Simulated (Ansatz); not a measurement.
`C[Si](C)(C)C#Cc1cc2sc(-c3cc4sc(-c5cc6sc(-c7cc8sc(C#C[Si](C)(C)C)cc8s7)cc6s5)cc4s3)cc2s1`. Charge 0, multiplicity 1. Geometry PBE-D4/def2-SVP.

Cartesian coordinates in Å:
```
C -10.749 2.325 12.455
Si -11.254 0.989 11.218
C -12.891 1.436 10.383
C -11.389 -0.692 12.074
C -9.949 0.885 9.913
C -9.091 0.804 9.023
C -8.107 0.720 8.023
C -8.183 0.075 6.784
C -6.983 0.213 6.051
S -6.427 -0.329 4.491
C -4.853 0.444 4.736
C -3.845 0.349 3.713
C -3.908 -0.323 2.489
C -2.708 -0.186 1.754
S -2.138 -0.754 0.210
C -0.575 0.045 0.442
C 0.451 -0.046 -0.565
C 1.724 0.534 -0.542
C 2.460 0.224 -1.708
S 4.051 0.614 -2.297
C 3.784 -0.324 -3.775
C 4.816 -0.415 -4.776
C 4.734 -1.004 -6.041
C 5.957 -0.903 -6.747
S 6.515 -1.405 -8.315
C 8.123 -0.715 -8.008
C 9.123 -0.806 -8.991
C 10.001 -0.888 -9.862
Si 11.323 -1.007 -11.148
C 11.487 0.671 -12.006
C 10.819 -2.339 -12.390
C 12.943 -1.469 -10.292
C 8.204 -0.126 -6.741
C 6.983 -0.236 -6.038
S 6.421 0.263 -4.467
C 2.511 -0.904 -3.799
C 1.772 -0.589 -2.636
S 0.179 -0.977 -2.046
C -0.514 0.720 1.666
C -1.715 0.585 2.397
S -2.284 1.153 3.943
C -4.778 1.091 5.972
C -5.978 0.958 6.710
S -6.530 1.499 8.267
H -10.649 3.311 11.958
H -9.777 2.080 12.930
H -11.510 2.419 13.258
H -12.818 2.412 9.864
H -13.706 1.503 11.134
H -13.176 0.670 9.634
H -12.170 -0.667 12.862
H -11.657 -1.487 11.349
H -10.428 -0.974 12.549
H -9.081 -0.463 6.456
H -4.792 -0.885 2.161
H 2.088 1.150 0.288
H 3.821 -1.473 -6.426
H 12.277 0.636 -12.784
H 11.754 1.464 -11.278
H 10.535 0.962 -12.494
H 11.589 -2.442 -13.183
H 9.856 -2.086 -12.877
H 10.703 -3.323 -11.893
H 13.767 -1.547 -11.032
H 13.228 -0.705 -9.540
H 12.854 -2.444 -9.771
H 9.120 0.353 -6.374
H 2.154 -1.532 -4.624
H 0.369 1.277 2.000
H -3.882 1.628 6.311
```

Single mean-field runs in def2-SVP are fitted with def2-universal-jkfit.

Problem. Estimate the orbital energies around the gap (eV) in Ansatz with PBE-D4/def2-SVP, r2SCAN-D4/def2-SVP, PBE0-D4/def2-SVP.

Solution. 
```json
{"orbital": "HOMO−5", "PBE-D4/def2-SVP": "-5.86", "r2SCAN-D4/def2-SVP": "-6.18", "PBE0-D4/def2-SVP": "-6.96"}
{"orbital": "HOMO−4", "PBE-D4/def2-SVP": "-5.77", "r2SCAN-D4/def2-SVP": "-6.08", "PBE0-D4/def2-SVP": "-6.86"}
{"orbital": "HOMO−3", "PBE-D4/def2-SVP": "-5.72", "r2SCAN-D4/def2-SVP": "-6.03", "PBE0-D4/def2-SVP": "-6.81"}
{"orbital": "HOMO−2", "PBE-D4/def2-SVP": "-5.57", "r2SCAN-D4/def2-SVP": "-5.84", "PBE0-D4/def2-SVP": "-6.57"}
{"orbital": "HOMO−1", "PBE-D4/def2-SVP": "-5.03", "r2SCAN-D4/def2-SVP": "-5.26", "PBE0-D4/def2-SVP": "-5.89"}
{"orbital": "HOMO", "PBE-D4/def2-SVP": "-4.51", "r2SCAN-D4/def2-SVP": "-4.71", "PBE0-D4/def2-SVP": "-5.27"}
{"orbital": "LUMO", "PBE-D4/def2-SVP": "-3.03", "r2SCAN-D4/def2-SVP": "-3.12", "PBE0-D4/def2-SVP": "-2.62"}
{"orbital": "LUMO+1", "PBE-D4/def2-SVP": "-2.54", "r2SCAN-D4/def2-SVP": "-2.60", "PBE0-D4/def2-SVP": "-2.03"}
{"orbital": "LUMO+2", "PBE-D4/def2-SVP": "-2.00", "r2SCAN-D4/def2-SVP": "-2.01", "PBE0-D4/def2-SVP": "-1.36"}
{"orbital": "LUMO+3", "PBE-D4/def2-SVP": "-1.47", "r2SCAN-D4/def2-SVP": "-1.44", "PBE0-D4/def2-SVP": "-0.71"}
{"orbital": "LUMO+4", "PBE-D4/def2-SVP": "-1.27", "r2SCAN-D4/def2-SVP": "-1.20", "PBE0-D4/def2-SVP": "-0.34"}
{"orbital": "LUMO+5", "PBE-D4/def2-SVP": "-1.17", "r2SCAN-D4/def2-SVP": "-1.12", "PBE0-D4/def2-SVP": "-0.32"}
```
